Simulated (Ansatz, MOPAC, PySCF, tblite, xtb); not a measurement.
Energy landscape of H3B, singlet: map of symmetric stretch and umbrella angle. Scanned: B-H bond length and angle between the B-H bonds and the threefold axis (90 = planar).

- GFN2-xTB, 300 K electronic temperature (tblite)
- RHF/def2-SVP (PySCF)
- FCI/cc-pVDZ = full CI/cc-pVDZ, frozen core (Ansatz, a quantum-chemistry and plane-wave program)
- RHF/cc-pVDZ (Ansatz)
- MP2/cc-pVDZ = MP2 on RHF/cc-pVDZ, frozen core in Ansatz
- CCSD/cc-pVDZ = CCSD on RHF/cc-pVDZ, frozen core (Ansatz)
- CCSD(T)/cc-pVDZ = CCSD(T) on RHF/cc-pVDZ, frozen core (Ansatz)
- CCSDT/cc-pVDZ = CCSDT on RHF/cc-pVDZ, frozen core in Ansatz
- CCSDT(Q)/cc-pVDZ = CCSDT(Q) on RHF/cc-pVDZ, frozen core in Ansatz
- RKS-PBE0/cc-pVDZ = Ansatz with restricted PBE0/cc-pVDZ
- RKS-PBE/cc-pVDZ = restricted PBE/cc-pVDZ (Ansatz)
- PM7, restricted, heats of formation (MOPAC)
- PM3, restricted, heats of formation (MOPAC)
- GFN1-xTB (xtb)
- RKS-B3LYP/6-31G* = restricted B3LYP/6-31G*, spherical d run with PySCF
- RKS-BP86/6-31G* = restricted BP86/6-31G*, spherical d run with PySCF
- RKS-LDA (SVWN5)/6-31G* = restricted LDA (SVWN5)/6-31G*, spherical d (PySCF 2.14.0)
- RKS-B3LYP/3-21G = restricted B3LYP/3-21G run with PySCF

Energies in kcal/mol at chosen points (x: B-H bond length (Å); y: angle between the B-H bonds and the threefold axis (90 = planar) (°)), relative to x = 1.21, y = 90:

```csv
method,"(1.17, 110.58)","(1.49, 101.29)","(1.26, 118.89)","(1.43, 93.55)","(1.21, 105.31)","(1.21, 97.40)","(1.49, 110.58)"
GFN2-xTB,13.2,52.5,34.2,36.1,7.6,1.7,60.5
RHF,28.3,57.7,56.0,35.3,15.0,3.5,74.2
FCI/cc-pVDZ,27.4,49.7,51.0,30.0,14.1,3.3,64.1
RHF/cc-pVDZ,28.5,57.3,56.2,35.1,15.1,3.5,73.8
MP2/cc-pVDZ,27.5,53.2,52.5,32.4,14.3,3.3,68.4
CCSD/cc-pVDZ,27.5,50.6,51.3,30.6,14.1,3.3,65.1
CCSD(T)/cc-pVDZ,27.4,49.9,51.0,30.2,14.1,3.3,64.3
CCSDT/cc-pVDZ,27.4,49.7,51.0,30.0,14.1,3.3,64.1
CCSDT(Q)/cc-pVDZ,27.4,49.7,50.9,30.0,14.1,3.3,64.1
RKS-PBE0/cc-pVDZ,25.9,50.4,49.4,30.6,13.4,3.1,65.0
RKS-PBE/cc-pVDZ,25.7,46.0,47.3,27.3,13.0,3.0,59.9
PM7,6.5,63.7,17.0,43.7,4.4,1.1,66.1
PM3,15.5,65.0,43.7,43.3,10.8,2.5,78.5
GFN1-xTB,17.2,52.0,38.7,34.4,9.3,2.1,62.1
RKS-B3LYP/6-31G*,25.7,54.3,51.6,33.9,13.7,3.2,69.1
RKS-BP86/6-31G*,25.4,49.0,48.7,29.9,13.2,3.1,63.1
RKS-LDA (SVWN5)/6-31G*,24.4,48.1,46.6,29.2,12.6,2.9,61.8
RKS-B3LYP/3-21G,25.2,53.0,50.0,33.2,13.4,3.1,67.2
```
